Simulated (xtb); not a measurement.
C2H3BrClIn, SMILES C=[CH][In]([Br])[Cl]. All values are semi-empirical tight-binding results from xtb (GFN2-xTB unless named), good for trends rather than for accurate numbers. Geometry optimised at GFN2-xTB. The structure was generated by enumeration; whether it is a known compound was not checked. Other conformers were not sampled.

Optimised geometry:

Bond lengths (Å): In1–Cl2 2.316, In1–Br3 2.497, In1–C4 2.229, C4–C5 1.314, C4–H6 1.081, C5–H7 1.084, C5–H8 1.083. Bond angles (°): Cl2–In1–Br3 114.7, Cl2–In1–C4 131.2, Br3–In1–C4 114.2, In1–C4–C5 118.8, In1–C4–H6 117.0, C5–C4–H6 124.2, C4–C5–H7 121.8, C4–C5–H8 122.3, H7–C5–H8 115.9.
Charge 0, spin multiplicity 1.

For metal compounds this method's bond lengths and energies can be far off.

```yaml
point_group_as_xtb_finds_it: Cs
orbital_gap: 3.05 eV
zero_point_energy: 25.6 kcal/mol
G − E(el) at 298.15 K (modified RRHO): 2.8 kcal/mol
```

Computed atomic charges and the Wiberg bond orders between heavy atoms:
charges (e) In1 0.21, Cl2 -0.17, Br3 -0.19, C4 -0.06, C5 -0.06, H6 0.08, H7 0.08, H8 0.10. Bond orders In1–Cl2 1.06, In1–Br3 1.01, In1–C4 0.69, C4–C5 2.00.
